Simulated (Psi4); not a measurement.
C2H6N, doublet, geometry from GFN2-xTB. Base run: PBE0/cc-pVDZ run with Psi4 1.11.

Here is a job for Psi4.
```
memory 2 GB

molecule mol {
0 2
  C    -0.109724   -0.156350    1.264401
  N     0.109822    0.484795    0.051864
  C    -0.005386   -0.280277   -1.163650
  H     0.066357    0.431351    2.145298
  H    -0.908013   -0.874956    1.279454
  H     0.911086    1.103266    0.064361
  H     0.818077   -0.993578   -1.305163
  H    -0.026171    0.400420   -2.014966
  H    -0.939436   -0.840302   -1.136534
}

set basis cc-pvdz
set reference uks

energy('pbe0')
print_variables()
```

Variants of this job, named by their change:

```
change                          ΔE vs base (µEh)  SCF cycles  grid points  basis functions
------------------------------  ----------------  ----------  -----------  ---------------
base                                         0.0           9       193983               72
dft_radial_points = 50                       1.8           9       131192               72
scf_type = dfdirj+link                     -62.3           9       193983               72
guess = gwh                                  0.0          10       193983               72
level_shift = 0.3                            0.0           9       193983               72
scf_initial_accelerator = none               0.0           9       193983               72
diis_max_vecs = 15                           0.0           9       193983               72
dft_nuclear_scheme = stratmann               1.8           9       179032               72
dft_radial_points = 99                       0.0           9       254786               72
dft_radial_scheme = multiexp                 0.7           9       202509               72
scf_type = cd                              -88.5           9       193983               72
damping_percentage = 20                     -0.1          19       193983               72
diis_max_vecs = 3                            0.0          12       193983               72
```

Open shells are given as the SCF converged; they aren't shown to be the lowest states, and a large step between rows can be another state.
